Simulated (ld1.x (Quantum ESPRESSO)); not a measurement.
What one change does to a pseudopotential (manganese (Mn), TM)

manganese, norm-conserving Troullier–Martins (Kleinman–Bylander form), made with ld1.x (Quantum ESPRESSO) 7.5 (BP86, scalar-relativistic). Core [Ar], reference 3d5 4s1.5 4p0.5. Waves: 4p (bound): rc 2.60 bohr; 3d (bound): rc 1.35 bohr; 4f channel at 0.3 Ry: rc 2.00 bohr; 4s (bound): rc 2.60 bohr. Local part: the s channel. Core correction: Bessel-smoothed model core inside 1.10 bohr.

Change: wave 4s (bound): rc 2.60 bohr becomes 4s (bound): rc 3.34 bohr.

Cutoffs: the cutoffs (Ry, on a coarse ladder) from which the occupation-weighted sum of valence levels, in a spherical-Bessel basis at the reference potential, stays within 10 and 1 mRy of its value at 400 Ry; they do not see the model core or the augmentation charge, which bear on the density cutoff. Errors are all-electron minus pseudo energies relative to the spin-unpolarised reference configuration.

Task: Predict the effect on cutoff, ghosts and configuration errors.

Result: The potential gets neither clearly harder nor softer (120 Ry and 140 Ry → 120 Ry and 140 Ry); of the 7 tests that both files solve, the error grows in 4 and shrinks in 2 by more than 15 % and 0.3 meV (median size 7.4 → 29.4 meV); neither file shows a bound ghost.

| quantity | base | changed |
| --- | --- | --- |
| cutoff, loose | 120 Ry | 120 Ry |
| cutoff, tight | 140 Ry | 140 Ry |
| bound ghosts | none | none |
| error for 3d5 4s2 4p0, meV [ΔE -1.92 eV] | -0.4 | -1.7 |
| error for 3d5 4s1 4p0, meV [ΔE 6.68 eV] | -4.4 | -1.8 |
| error for 3d5 4s0 4p0, meV [ΔE 22.39 eV] | -44 | -73 |
| error for 3d5.5 4s1.5 4p0, meV [ΔE -2.39 eV] | -71 | -63 |
| error for 3d4 4s2 4p0, meV [ΔE 11.41 eV] | -382 | -179 |
| error for 3d5 4s1 4p1, meV [ΔE 1.97 eV] | -0.8 | -2.7 |
| error for 3d5 4s0 4p2, meV [ΔE 6.08 eV] | -7.4 | -29 |
